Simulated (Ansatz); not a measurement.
The cluster FeO₃. The state is a triplet with charge 0. Geometry PBE0-D4/def2-TZVP; atoms count from 1.

```xyz
4

Fe   -0.1823    0.3028    0.7224
O     0.4999   -0.8307   -1.9827
O     0.2236   -0.3720   -0.8883
O    -0.5412    0.8999    2.1486
```

The structure holds one bond between oxygen atoms, so isomers without such links may lie far lower. The charge 0 triplet is spin-contaminated (final ⟨S²⟩ up to 3.30, 2.00 for a pure state). The structure comes from a short search, and lower isomers may exist.

Q: Estimate the Mulliken populations from the PBE0/def2-TZVP orbitals of Ansatz.

A: 
```csv
atom,charge (e),spin (α − β),d electrons
Fe1,0.81,3.18,6.48
O2,-0.09,-0.86,–
O3,-0.11,-0.66,–
O4,-0.61,0.34,–
```
Mulliken values depend strongly on the basis.

Q: Where does the spin sit?

A: Summed by element: Fe 3.18, O -1.18, of 2 unpaired in all. Largest on single atoms: Fe1 3.18, O2 -0.86, O3 -0.66.

Q: And the Mayer bond orders between heavy atoms (over 0.3)?

A: Fe1–O3 0.55 (1.79 Å); Fe1–O4 1.91 (1.59 Å); O2–O3 1.46 (1.22 Å).
